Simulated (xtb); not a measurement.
HF$_{5}$OW, singlet, from a rough starting geometry (GFN-xTB shapes and energies of metal compounds can be far from the true ones); GFN2-xTB run with xtb.

The xtb input:
```
$ xtb mol.xyz --gfn 2 --opt vtight --json

# file mol.xyz
8

W     -0.14504226     0.28520231    -0.06754772
F     -0.91946058     1.85199342    -0.41920685
F      1.24682124     1.24293419     0.72801565
F      0.67699864     0.39551671    -1.69931475
F     -1.02638176     0.33017798     1.60174837
F     -1.61539341    -0.58799267    -0.87377236
O      0.65176345    -1.30399812     0.30782300
H      1.00498548    -2.23503995     0.50283361
```

Write the output that xtb gives for this input, abridged.


```
   ID    Z sym.   atoms
    1   74 W      1
    2    9 F      2-6
    3    8 O      7
    4    1 H      8

           -------------------------------------------------
          |                Calculation Setup                |
           -------------------------------------------------

           -------------------------------------------------
          |                 G F N 2 - x T B                 |
           -------------------------------------------------

          ...................................................
          :                      SETUP                      :
          :.................................................:
          :  # basis functions                  35          :
          :  # atomic orbitals                  34          :
          :  # shells                           16          :
          :  # electrons                        48          :
          :  max. iterations                   250          :
          :  Hamiltonian                  GFN2-xTB          :
          :  restarted?                      false          :
          :  GBSA solvation                  false          :
          :  PC potential                    false          :
          :  electronic temp.          300.0000000     K    :
          :  accuracy                    1.0000000          :
          :  -> integral cutoff          0.2500000E+02      :
          :  -> integral neglect         0.1000000E-07      :
          :  -> SCF convergence          0.1000000E-05 Eh   :
          :  -> wf. convergence          0.1000000E-03 e    :
          :  Broyden damping             0.4000000          :
          :  net charge                          0          :
          :  unpaired electrons                  0          :
          ...................................................

 iter      E             dE          RMSdq      gap      omega  full diag
   1    -25.6996926 -0.256997E+02  0.162E+01    1.57       0.0  T
   2    -25.6248864  0.748063E-01  0.245E+01   12.84       1.0  T
   3    -29.5004976 -0.387561E+01  0.138E+01    7.96       1.0  T
   4    -30.1467212 -0.646224E+00  0.117E+01    6.65       1.0  T
   5    -30.3494501 -0.202729E+00  0.105E+01    6.40       1.0  T
   6    -30.9880912 -0.638641E+00  0.583E+00    5.81       1.0  T
   7    -31.1140450 -0.125954E+00  0.305E+00    5.54       1.0  T
   8    -31.1419362 -0.278912E-01  0.248E+00    5.62       1.0  T
   9    -31.1427003 -0.764111E-03  0.252E+00    6.10       1.0  T
  10    -31.0619094  0.807909E-01  0.372E+00    6.86       1.0  T
  11    -31.1269448 -0.650354E-01  0.198E+00    6.33       1.0  T
  12    -31.1513442 -0.243994E-01  0.139E+00    5.96       1.0  T
  13    -31.1550850 -0.374080E-02  0.323E-01    6.42       1.0  T
  14    -31.1553867 -0.301694E-03  0.164E-01    6.48       1.0  T
  15    -31.1555932 -0.206495E-03  0.146E-01    6.47       1.0  T
  16    -31.1556349 -0.417094E-04  0.101E-01    6.46       1.0  T
  17    -31.1556585 -0.236588E-04  0.113E-02    6.46       3.1  T
  18    -31.1556610 -0.243710E-05  0.421E-03    6.45       8.4  T
  19    -31.1556610 -0.200314E-07  0.189E-03    6.45      18.7  T
  20    -31.1556610 -0.122061E-07  0.816E-04    6.45      43.3  T
  21    -31.1556610 -0.810289E-09  0.274E-05    6.45    1291.6  T

   *** convergence criteria satisfied after 21 iterations ***

         :::::::::::::::::::::::::::::::::::::::::::::::::::::
         ::                     SUMMARY                     ::
         :::::::::::::::::::::::::::::::::::::::::::::::::::::
         :: total energy             -31.117763758522 Eh    ::
         :: gradient norm              0.055674513173 Eh/a0 ::
         :: HOMO-LUMO gap              6.453002082853 eV    ::
         ::.................................................::
         :: SCC energy               -31.155658086914 Eh    ::
         :: -> isotropic ES           -0.239872338712 Eh    ::
         :: -> anisotropic ES         -0.002519088719 Eh    ::
         :: -> anisotropic XC         -0.001426914299 Eh    ::
         :: -> dispersion             -0.005062131288 Eh    ::
         :: repulsion energy           0.037894328392 Eh    ::
         :: add. restraining           0.000000000000 Eh    ::
         :: total charge              -0.000000000000 e     ::
         :::::::::::::::::::::::::::::::::::::::::::::::::::::

      -----------------------------------------------------------
     |                   =====================                   |
     |                        A N C O P T                        |
     |                   =====================                   |
     |               Approximate Normal Coordinate               |
     |                Rational Function Optimizer                |
      -----------------------------------------------------------
      -----------------------------------------------------------
     |                   =====================                   |
     |                        A N C O P T                        |
     |                   =====================                   |
     |               Approximate Normal Coordinate               |
     |                Rational Function Optimizer                |
      -----------------------------------------------------------

          ...................................................
          :                      SETUP                      :
          :.................................................:
          :   optimization level         verytight          :
          :   max. optcycles                   200          :
          :   ANC micro-cycles                  20          :
          :   degrees of freedom                18          :
          :.................................................:
          :   RF solver                   davidson          :
          :   write xtbopt.log                true          :
          :   linear?                        false          :
[...]
 * total energy  :   -31.1177638 Eh     change       -0.3552714E-11 Eh
 * total energy  :   -31.1202581 Eh     change       -0.2494294E-02 Eh
 * total energy  :   -31.1208357 Eh     change       -0.5776946E-03 Eh
 * total energy  :   -31.1209620 Eh     change       -0.1262113E-03 Eh
 * total energy  :   -31.1210369 Eh     change       -0.7497533E-04 Eh
 * total energy  :   -31.1210441 Eh     change       -0.7161527E-05 Eh
 * total energy  :   -31.1210569 Eh     change       -0.1282947E-04 Eh
 * total energy  :   -31.1210600 Eh     change       -0.3089740E-05 Eh
 * total energy  :   -31.1210610 Eh     change       -0.9504470E-06 Eh
 * total energy  :   -31.1210613 Eh     change       -0.3376396E-06 Eh
 * total energy  :   -31.1210614 Eh     change       -0.7201331E-07 Eh
   *** GEOMETRY OPTIMIZATION CONVERGED AFTER 11 ITERATIONS ***
[...]
   2    -31.1631928  0.360082E-09  0.488E-04    6.55      72.4  T
   3    -31.1631928 -0.418186E-09  0.517E-05    6.55     683.3  T

   *** convergence criteria satisfied after 3 iterations ***

         :::::::::::::::::::::::::::::::::::::::::::::::::::::
         ::                     SUMMARY                     ::
         :::::::::::::::::::::::::::::::::::::::::::::::::::::
         :: total energy             -31.121061374796 Eh    ::
         :: gradient norm              0.000106622471 Eh/a0 ::
         :: HOMO-LUMO gap              6.554516226619 eV    ::
         ::.................................................::
         :: SCC energy               -31.163189957700 Eh    ::
         :: -> isotropic ES           -0.239582836956 Eh    ::
         :: -> anisotropic ES         -0.002466378647 Eh    ::
         :: -> anisotropic XC         -0.001545831077 Eh    ::
         :: -> dispersion             -0.005062481777 Eh    ::
         :: repulsion energy           0.042128582904 Eh    ::
         :: add. restraining           0.000000000000 Eh    ::
         :: total charge               0.000000000000 e     ::
         :::::::::::::::::::::::::::::::::::::::::::::::::::::

           -------------------------------------------------
          |                Property Printout                |
           -------------------------------------------------

    * Orbital Energies and Occupations

         #    Occupation            Energy/Eh            Energy/eV
      -------------------------------------------------------------
         1        2.0000           -0.9852029             -26.8087
       ...           ...                  ...                  ...
        12        2.0000           -0.5560635             -15.1313
        13        2.0000           -0.5534300             -15.0596
        14        2.0000           -0.5534291             -15.0596
        15        2.0000           -0.5501800             -14.9712
        16        2.0000           -0.5478939             -14.9090
        17        2.0000           -0.5474401             -14.8966
        18        2.0000           -0.5474393             -14.8966
        19        2.0000           -0.5448986             -14.8274
        20        2.0000           -0.5369839             -14.6121
        21        2.0000           -0.5360898             -14.5877
        22        2.0000           -0.5360897             -14.5877
        23        2.0000           -0.5243749             -14.2690
        24        2.0000           -0.5243746             -14.2690 (HOMO)
        25                         -0.2835006              -7.7144 (LUMO)
        26                         -0.2597995              -7.0695
        27                         -0.2597966              -7.0694
        28                         -0.0080033              -0.2178
        29                          0.1810568               4.9268
        30                          0.2356974               6.4137
        31                          0.3755471              10.2192
        32                          0.3755883              10.2203
        33                          0.4500867              12.2475
        34                          0.4788501              13.0302
      -------------------------------------------------------------
                  HL-Gap            0.2408740 Eh            6.5545 eV
             Fermi-level           -0.4039376 Eh          -10.9917 eV

     #   Z          covCN         q      C6AA      α(0)
     1  74 W        4.623     2.012   299.597    38.175
     2   9 F        0.759    -0.389    13.387     4.322
     3   9 F        0.759    -0.366    13.106     4.276
     4   9 F        0.759    -0.366    13.105     4.276
     5   9 F        0.759    -0.366    13.106     4.276
     6   9 F        0.759    -0.366    13.106     4.276
     7   8 O        1.633    -0.549    23.986     6.611
     8   1 H        0.805     0.391     0.501     1.111

 Mol. C6AA /au·bohr⁶  :       1603.954185
 Mol. C8AA /au·bohr⁸  :      97634.703895
 Mol. α(0) /au        :         67.322363

Wiberg/Mayer (AO) data.
largest (>0.10) Wiberg bond orders for each atom

 ---------------------------------------------------------------------------
     #   Z sym  total        # sym  WBO       # sym  WBO       # sym  WBO
 ---------------------------------------------------------------------------
     1  74 W    5.185 --     7 O    1.100     6 F    0.813     4 F    0.813
                             3 F    0.813     5 F    0.813     2 F    0.801
     2   9 F    1.027 --     1 W    0.801
     3   9 F    1.048 --     1 W    0.813
     4   9 F    1.048 --     1 W    0.813
     5   9 F    1.048 --     1 W    0.813
     6   9 F    1.048 --     1 W    0.813
     7   8 O    2.162 --     1 W    1.100     8 H    0.802
     8   1 H    0.847 --     7 O    0.802
 ---------------------------------------------------------------------------

Topologies differ in total number of bonds
Writing topology from bond orders to xtbtopo.mol

molecular dipole:
                 x           y           z       tot (Debye)
 q only:        0.739      -1.521       0.351
   full:        0.690      -1.418       0.327       4.094
molecular quadrupole (traceless):
                xx          xy          yy          xz          yz          zz
 q only:       -1.557      -3.700       4.443       0.875      -1.834      -2.886
  q+dip:       -1.891      -4.553       5.436       1.071      -2.234      -3.545
   full:       -1.929      -4.649       5.549       1.093      -2.280      -3.620

optimized geometry written to: xtbopt.xyz

           -------------------------------------------------
          | TOTAL ENERGY              -31.121061374796 Eh   |
          | GRADIENT NORM               0.000106622471 Eh/α |
          | HOMO-LUMO GAP               6.554516226619 eV   |
           -------------------------------------------------

normal termination of xtb
```
